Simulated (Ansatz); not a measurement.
This triplet lies 1.10 eV below the relaxed singlet at the level B3LYP/cc-pVTZ // B3LYP-D3(BJ)/def2-TZVP (Ansatz, a program for electronic structure).

A geometry relaxed with B3LYP-D3(BJ)/def2-TZVP (Ansatz), charge 1, multiplicity 3:

```xyz
4

O      1.7683     0.0823     0.1924
C      0.6358     0.0288     0.0695
H     -1.7385    -0.0791    -0.1908
C     -0.6656    -0.0320    -0.0711
```

Problem. Write the SMILES of this molecule.

Solution. `C#C[O+]`
